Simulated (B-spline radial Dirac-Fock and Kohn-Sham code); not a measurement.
## Binding energies of Hf³¹⁺

System: Hf³¹⁺, [Kr] 4d5; nuclear rms radius 5.347 fm (A = 180).

Method: ΔSCF Dirac-Fock with Breit, self-energy and vacuum polarisation, finite nucleus, configuration average. Computed with a radial finite-basis atomic code. Correlation and solid-state effects are left out. Energies are counted from the vacuum level.

All terms are in eV, carry their sign (relaxation lowers the binding energy) and add up to the binding energy; ⟨r⟩ is the mean radius of the orbital in the initial state.

```
subshell  −ε (Koopmans)  relaxation    Breit  self-energy  vacuum polarisation  binding energy  ⟨r⟩ (bohr)
       K        66934.2      -62.07  -210.22      -134.05                24.68         66552.5       0.019
      L1        12563.3      -27.23   -23.59       -19.01                 3.28         12496.7       0.080
      L2        12026.7      -31.59   -38.64         0.05                 0.11         11956.6       0.066
      L3        10832.8      -28.75   -23.86        -1.31                -0.13         10778.7       0.074
      M1         3818.0       -7.69    -4.52        -4.39                 0.73          3802.1       0.206
      M2         3582.6       -8.47    -7.49        -0.06                 0.02          3566.6       0.196
      M3         3318.3       -7.55    -4.38        -0.31                -0.04          3306.1       0.210
      M4         2927.2       -9.60    -3.29         0.34                -0.04          2914.6       0.184
      M5         2870.3       -9.19    -2.15         0.19                -0.04          2859.1       0.189
      N1         1603.3       -1.21    -1.27        -1.27                 0.21          1599.8       0.432
      N2         1498.4       -1.28    -2.06        -0.01                 0.01          1495.0       0.432
      N3         1422.4       -1.12    -1.18        -0.09                -0.01          1420.0       0.454
    N4,5         1252.7       -1.17    -0.60         0.07                -0.01          1251.0       0.454
```

For the deepest level, K (1s), the Breit terms make up -0.316 % of the binding energy, QED -0.164 % and orbital relaxation -0.093 %.

Spin-orbit splittings: 2p 1177.9 eV, 3p 260.5 eV, 3d 55.55 eV, 4p 75.01 eV.

Going to the tabulated ground configuration of the next ion removes an electron from N4,5 (4d), computed at 1251.0 eV. NIST lists 1245 ± 4 eV as the ionisation energy of this species (theoretical), -6.00 eV from the computed value. Where a p, d or f shell is open in either ion the computed value averages over both j values and all terms, while the table refers to the lowest levels; that difference holds spin-orbit splitting (largest in heavy or highly charged ions), term energies where several electrons share open shells, and correlation, and it can reach 10 % or more.
